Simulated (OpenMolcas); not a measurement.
## CH4BFO2 (SMILES COB(O)F): the vertical ionisation energy from total energies

The species is CH4BFO2 (9 atoms), meant as a singlet with charge 0. As SMILES, `COB(O)F`. The coordinates come from a PBE0-D4/def2-TZVP relaxation. This is one conformer, not always the lowest.

Both states at this one shape; open shells run unrestricted unless said. 1 Eh = 27.2114 eV.

```
                             level     program  singlet CH4BFO2 (Eh)  doublet [CH4BFO2]+ (Eh)  HOMO of the first (eV)
                       HF/def2-SVP  OpenMolcas           -313.973730              -313.583781                  -12.81
                   revPBE/def2-SVP  OpenMolcas           -315.464661              -315.073877                   -6.88
                    M06-L/def2-SVP  OpenMolcas           -315.534392              -315.132973                   -7.33
B3LYP/6-31G* (spherical functions)  OpenMolcas           -315.801771              -315.399654                   -8.14
```

Work out the vertical ionisation energy at each level.


1. HF/def2-SVP: -313.583781 − (-313.973730) = 0.389949 Eh = 10.61 eV; −ε(HOMO) = 12.81 eV.
2. revPBE/def2-SVP: -315.073877 − (-315.464661) = 0.390784 Eh = 10.63 eV; −ε(HOMO) = 6.88 eV.
3. M06-L/def2-SVP: -315.132973 − (-315.534392) = 0.401419 Eh = 10.92 eV; −ε(HOMO) = 7.33 eV.
4. B3LYP/6-31G* (spherical functions): -315.399654 − (-315.801771) = 0.402117 Eh = 10.94 eV; −ε(HOMO) = 8.14 eV.

No measured value is set beside it here; the levels span 10.61 to 10.94 eV. In Hartree–Fock, −ε(HOMO) (Koopmans) exceeds the difference of totals by the orbital relaxation of the ion. In semi-local functionals −ε(HOMO) lies far under the ionisation energy, a result of self-interaction, while the difference of totals does much better. Hartree–Fock favours the state with fewer electron pairs, since it lacks pair correlation.
